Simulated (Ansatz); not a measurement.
V(NH)(OH)3 (VNO3H4). Charge 0, multiplicity 1. Geometry PBE0-D4/def2-SVP; atoms count from 1.

| atom | x (Å) | y (Å) | z (Å) |
| --- | --- | --- | --- |
| V1 | -0.101 | -0.150 | -0.225 |
| N2 | 0.457 | 0.681 | 1.020 |
| H3 | 0.812 | 1.211 | 1.814 |
| O4 | -1.669 | -0.822 | 0.197 |
| H5 | -2.082 | -0.683 | 1.055 |
| O6 | 1.030 | -1.444 | -0.597 |
| H7 | 1.841 | -1.586 | -0.099 |
| O8 | -0.258 | 0.929 | -1.603 |
| H9 | -0.031 | 1.863 | -1.563 |

The restricted singlet is unstable towards broken spin symmetry in Hartree–Fock (as tested in another run); at PBE0-D4/def2-TZVP this wasn't settled.

Question: Estimate the Mulliken populations from the PBE0/def2-TZVP orbitals of Ansatz.

Answer: 
```tsv
atom	charge (e)	d electrons
V1	1.45	3.15
N2	-0.64	–
H3	0.24	–
O4	-0.68	–
H5	0.33	–
O6	-0.68	–
H7	0.33	–
O8	-0.68	–
H9	0.33	–
```
Mulliken values and Mayer orders depend strongly on the basis.

Question: And the Mayer bond orders between bonded heavy atoms (over 0.3)?

Answer: V1–N2 2.12 (1.60 Å); V1–O4 0.98 (1.76 Å); V1–O6 0.98 (1.76 Å); V1–O8 0.98 (1.76 Å).
